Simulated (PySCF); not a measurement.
Mo(NH)(F)3(Cl) (ClF₃HMoN), SMILES [F][Mo]([F])(=[NH])([Cl])[F], multiplicity 1.

Geometry optimised at B3LYP-D3(BJ)/def2-SVP. The spin state was assumed, not searched. The structure was generated by enumeration; whether it is a known compound was not checked. The def2 effective core potentials stand for the cores of Mo; spin–orbit coupling is left out.

Two levels are set side by side: PBE/def2-TZVP (PySCF) and M06-2X/def2-TZVP (PySCF). Same geometry, gas phase. Differences are taken from unrounded values.

| quantity | M06-2X | PBE | PBE minus M06-2X |
|---|---|---|---|
| orbital gap (eV) | 7.18 | 2.82 | -4.35 |
| highest occupied level (eV) | -10.87 | -8.04 | 2.83 |
| lowest empty level (eV) | -3.69 | -5.22 | -1.53 |
| dipole moment (D) | 3.61 | 2.88 | -0.72 |
| mean polarisability (bohr³) | 59.7 | 63.6 | 3.9 |

Without exact exchange PBE keeps part of each electron's self-repulsion, which lifts occupied levels and narrows the gap. Loosely held outer electrons make PBE densities more polarisable. Differences between two approximate levels are no errors against the true value.

Rough cost on one machine, each run with all the roots and properties that it gave: M06-2X against PBE about 4 times.
